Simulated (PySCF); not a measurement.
These 2 structures share the formula C5H12O2Si. Theory: PBE0-D3(BJ)/def2-SVP geometry optimisation, gas phase (PySCF 2.14.0). One conformer each; no zero-point energy, no entropy. No frequencies were run at this level. Point groups hold within 0.08 Å.

Task: Rank from lowest to highest electronic energy at this level (kcal/mol).
A. `[CH3:1][O:2][SiH2:3][O:4][CH2:5][CH:6]1[CH2:7][CH2:8]1` with C1–O2–Si3–O4 63°, O2–Si3–O4–C5 63°, Si3–O4–C5–C6 81°, O4–C5–C6–C7 75°
B. `[SiH3:1][CH2:2][C@@H:3]1[CH2:4][CH2:5][O:6][CH2:7][O:8]1` with Si1–C2–C3–C4 169°, C2–C3–C4–C5 -173°, C3–C4–C5–O6 53°, C4–C5–O6–C7 -56°, C5–O6–C7–O8 60°

Result: A (0.0), B (23.5).

As drawn, the lower has a three-membered ring and an Si–O bond, which the higher lacks; the higher has an Si–C bond, which the lower lacks.

```json
{"SMILES": "CO[SiH2]OCC1CC1", "E (Eh)": "-636.86704", "E rel (kcal/mol)": "0.0", "dipole (D)": "0.97", "point group": "C1", "A, B, C (MHz)": "4620, 729.2, 689.5"}
{"SMILES": "[SiH3]C[C@@H]1CCOCO1", "E (Eh)": "-636.82958", "E rel (kcal/mol)": "23.5", "dipole (D)": "2.13", "point group": "C1", "A, B, C (MHz)": "3973, 975.5, 825.9"}
```
